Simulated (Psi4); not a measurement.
C2H3Br3Si (SMILES C=C[Si](Br)(Br)Br), singlet, geometry from GFN2-xTB; CAM-B3LYP/STO-3G (Psi4).

Input for Psi4:
```
memory 2 GB

molecule {
0 1
  C    -3.03062196    0.79818928    0.01597121
  C    -1.81247354    1.29140157    0.17264137
  Si   -0.26288736    0.24875853    0.03735158
  Br   -0.08588971   -0.68804753   -1.97149134
  Br    1.52530750    1.52121248    0.37721436
  Br   -0.25261563   -1.39132328    1.53882079
  H    -3.20705258   -0.24365189   -0.20113689
  H    -3.90988856    1.41601810    0.09798884
  H    -1.68213873    2.34301084    0.38951709
}

set basis sto-3g

energy('cam-b3lyp')
print_variables()
```

Problem. Predict the main parts of the log of this Psi4 run.

Solution. 
```
   => Loading Basis Set <=

    Name: STO-3G
    Role: ORBITAL
    Keyword: BASIS

         ---------------------------------------------------------
                                   SCF
               by Justin Turney, Rob Parrish, Andy Simmonett
                          and Daniel G. A. Smith
                              RKS Reference
         ---------------------------------------------------------

  ==> Geometry <==

    Molecular point group: c1
    Full point group: C1

    Geometry (in Angstrom), charge = 0, multiplicity = 1:

       Center              X                  Y                   Z               Mass
    ------------   -----------------  -----------------  -----------------  -----------------
         C           -3.096843847446     0.827225427385     0.018643198348    12.000000000000
         C           -1.878695427446     1.320437717385     0.175313358348    12.000000000000
         SI          -0.329109247446     0.277794677385     0.040023568348    27.976926534650
         BR          -0.152111597446    -0.659011382615    -1.968819351652    78.918337600000
         BR           1.459085612554     1.550248627385     0.379886348348    78.918337600000
         BR          -0.318837517446    -1.362287132615     1.541492778348    78.918337600000
         H           -3.273274467446    -0.214615742615    -0.198464901652     1.007825032230
         H           -3.976110447446     1.445054247385     0.100660828348     1.007825032230
         H           -1.748360617446     2.372046987385     0.392189078348     1.007825032230

  Running in c1 symmetry.

  Rotational constants: A =      0.02268  B =      0.02172  C =      0.01611 [cm^-1]
  Rotational constants: A =    679.80329  B =    651.04724  C =    482.91512 [MHz]
  Nuclear repulsion = 1185.651197999629176

  Charge       = 0
  Multiplicity = 1
  Electrons    = 134
  Nalpha       = 67
  Nbeta        = 67

  ==> Algorithm <==

  SCF Algorithm Type is DF.
  DIIS enabled.
  MOM disabled.
  Fractional occupation disabled.
  Guess Type is SAD.
  Energy threshold   = 1.00e-06
  Density threshold  = 1.00e-06
  Integral threshold = 1.00e-12

  ==> Primary Basis <==

  Basis Set: STO-3G
    Blend: STO-3G
    Number of shells: 38
    Number of basis functions: 76
    Number of Cartesian functions: 79
    Spherical Harmonics?: true
    Max angular momentum: 2

  ==> DFT Potential <==

   => LibXC <=

    Version 7.1.2
[...]
   @DF-RKS iter   2: -8001.32588357773693   -1.25034e-01   5.67962e-03 ADIIS/DIIS
   @DF-RKS iter   3: -8001.47594478449264   -1.50061e-01   7.76250e-04 ADIIS/DIIS
   @DF-RKS iter   4: -8001.47741399780261   -1.46921e-03   4.30513e-04 ADIIS/DIIS
   @DF-RKS iter   5: -8001.47805384664207   -6.39849e-04   1.15229e-05 DIIS
   @DF-RKS iter   6: -8001.47805540474656   -1.55810e-06   1.42357e-06 DIIS
   @DF-RKS iter   7: -8001.47805543052891   -2.57824e-08   4.07412e-07 DIIS
  Energy and wave function converged.

  ==> Post-Iterations <==

   Electrons on quadrature grid:
      Ntotal   =  134.0000608045 ; deviation = 6.080e-05

    Orbital Energies [Eh]
    ---------------------

    Doubly Occupied:

[...]
      67A     -0.255784

    Virtual:

[...]
    Final Occupation by Irrep:
              A
    DOCC [    67 ]
    NA   [    67 ]
    NB   [    67 ]

  @DF-RKS Final Energy: -8001.47805543052891

   => Energetics <=

    Nuclear Repulsion Energy =           1185.6511979996291757
    One-Electron Energy =              -13554.9214836202227161
    Two-Electron Energy =                4608.1067247451182993
    DFT Exchange-Correlation Energy =    -240.3144945550528178
    Empirical Dispersion Energy =           0.0000000000000000
    VV10 Nonlocal Energy =                  0.0000000000000000
    Total Energy =                      -8001.4780554305289115

Computation Completed

Properties will be evaluated at   0.000000,   0.000000,   0.000000 [a0]

Properties computed using the SCF density matrix

 Multipole Moments:

 ------------------------------------------------------------------------------------
     Multipole            Electronic (a.u.)      Nuclear  (a.u.)        Total (a.u.)
 ------------------------------------------------------------------------------------

 L = 1.  Multiply by 2.5417464519 to convert [e a0] to [Debye]
 Dipole X            :         15.9844258          -16.7689255           -0.7844997
 Dipole Y            :         -6.9259500            7.3526291            0.4266791
 Dipole Z            :         -0.6283870            0.6766097            0.0482227
 Magnitude           :                                                    0.8943268

 ------------------------------------------------------------------------------------

  Variable Map:
  ----------------------------------------------------------------------------
[...]
  Array Variable Map:
  ----------------------------------------------------------------------------
[...]
[...]
```
